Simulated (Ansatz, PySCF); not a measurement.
Gas-phase reaction (SMILES): Cl[Si](Cl)(Cl)N[Si](Cl)(Cl)Cl + N (NH3) → 2 N[Si](Cl)(Cl)Cl; ammonia cleaves one Si-N bond, a model of a ligand-exchange step.

Geometries: B3LYP-D3(BJ)/def2-TZVP minima from Ansatz (a first-principles code), one conformer each, not searched for the lowest. Valence correlation only, unless marked. Spin-orbit coupling is left out. Non-relativistic. CBS(X,Y): correlation extrapolated as X^-3; Hartree-Fock from the larger set. [CCSD(T)-MP2]/basis is that difference in the basis named. Thermal terms are rigid-rotor harmonic-oscillator values from B3LYP-D3(BJ) frequencies (Ansatz or PySCF) at 298.15 K and 1 atm. 1 Eh = 627.5095 kcal/mol.

```
species                        E, RI-MP2/CBS(aug-cc-pV(T+d)Z,aug-cc-pV(Q+d)Z)+[CCSD(T)-MP2]/aug-cc-pV(T+d)Z (Ansatz) (Eh)  E, PBE/def2-TZVPD (Ansatz) (Eh)  H - E (Eh)
-----------------------------  ------------------------------------------------------------------------------------------  -------------------------------  ----------
Cl[Si](Cl)(Cl)N[Si](Cl)(Cl)Cl                                                                                 -3392.51232                      -3394.58240     0.04177
N (NH3)                                                                                                         -56.50756                        -56.51037     0.03799
N[Si](Cl)(Cl)Cl                                                                                               -1724.50925                      -1725.54806     0.03959
```

Task: Work out ΔE and ΔH at 298.15 K at the first level, then ΔH at the second.

Result: 
1. ΔE = [2×(-1724.50925)] - [(-3392.51232) + (-56.50756)] = 0.00138 Eh = 0.9 kcal/mol at RI-MP2/CBS(aug-cc-pV(T+d)Z,aug-cc-pV(Q+d)Z)+[CCSD(T)-MP2]/aug-cc-pV(T+d)Z.
2. The terms H - E add up to -0.00058 Eh, so ΔH = (0.00138 + (-0.00058))×627.5095 = 0.5 kcal/mol.
3. At PBE/def2-TZVPD the same steps give ΔE = -2.1 and ΔH = -2.5 kcal/mol, a shift of -3.0 from the first level.
4. These values are not checked against measurement here, since the tables used lack a sound gas-phase enthalpy of formation for at least one species.
